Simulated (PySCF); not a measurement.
Compound: C3H12GaN.
Z-matrix (Å and degrees, PBE0-D3(BJ)/def2-SVP geometry), rows numbered from 1:
```
C 
N   1  1.4631
C   2  1.4631  1  110.69
C   2  1.4633  1  110.68  3   123.15
Ga  2  2.1531  1  108.27  3  -118.53
H   1  1.1055  2  111.02  3   -61.34
H   1  1.0983  2  109.49  3   178.02
H   1  1.0984  2  109.48  3    59.29
H   3  1.0984  2  109.48  1  -177.53
H   3  1.1054  2  111.03  1    61.85
H   3  1.0983  2  109.47  1   -58.81
H   4  1.1054  2  111.04  1   -60.82
H   4  1.0984  2  109.47  1    59.81
H   4  1.0982  2  109.48  1   178.51
H   5  1.5858  2   98.62  1   -58.80
H   5  1.5856  2   98.76  1    61.23
H   5  1.5857  2   98.54  1  -178.77
```

Method used: TDDFT CAM-B3LYP/def2-SVPD, vertical, gas phase, core orbitals frozen in the response in PySCF. Relativistic effects, spin–orbit coupling among them, are left out although an element past zinc is present.

Broadening: Gaussians 0.3 eV wide at half height, area fixed by f = 4.319×10⁻⁹ ∫ε dν̃. The width is an assumption, not a result. The curve ends short of the highest state used, and states not computed would add to its high-energy end.

(E (eV), ε (L mol⁻¹ cm⁻¹)): (6.39, 7), (6.45, 31), (6.51, 116), (6.58, 413), (6.64, 962), (6.70, 1797), (6.76, 2694), (6.83, 3311), (6.89, 3293), (6.95, 3233), (7.02, 4423), (7.08, 7455), (7.14, 12014), (7.20, 16237), (7.27, 17654), (7.33, 14969), (7.39, 10240), (7.46, 5191), (7.52, 2682), (7.58, 1697), (7.64, 1462), (7.71, 1299), (7.77, 997), (7.83, 624)

Question: Locate the maxima and give the states behind the curve.

Answer: 181 nm (6.85 eV), ε about 3400, made up of S1 (48%) and S2 (48%) (hardly more than a shoulder); 171 nm (7.25 eV), ε about 18000, made up of S3 (50%) and S4 (50%) (ε in L mol⁻¹ cm⁻¹; maxima over ε = 5, shares over 10%). The states used: S1 6.84 eV (f 0.018); S2 6.84 eV (f 0.018); S3 7.25 eV (f 0.099); S4 7.26 eV (f 0.099); S5 7.67 eV (f 0.015); S6 7.96 eV (f 0.0000); S7 8.38 eV (f 0.251); S8 8.43 eV (f 0.044); S9 8.43 eV (f 0.044).

Question: On this curve, what absorbance would a 10⁻⁵ mol/L sample give at 193 nm over a 1 cm path?

Answer: 193 nm is 6.424 eV, where ε is about 16 L mol⁻¹ cm⁻¹, so A = ε c l ≈ 0.00016 (Beer–Lambert, with the gas-phase spectrum and the assumed width).

Question: What would ε be at 7.25 eV, the highest of these maxima, with half the width (0.15 eV)?

Answer: About 35400 L mol⁻¹ cm⁻¹ against 17800, a factor of about 1.99; a lone state at its own centre would give exactly 2.

Question: Coming from long wavelengths, where does ε first pass 100 L mol⁻¹ cm⁻¹?

Answer: At about 191 nm (6.50 eV), 0.34 eV below S1.

All these states lie below the vertical ionisation energy of 9.81 eV (ΔSCF).
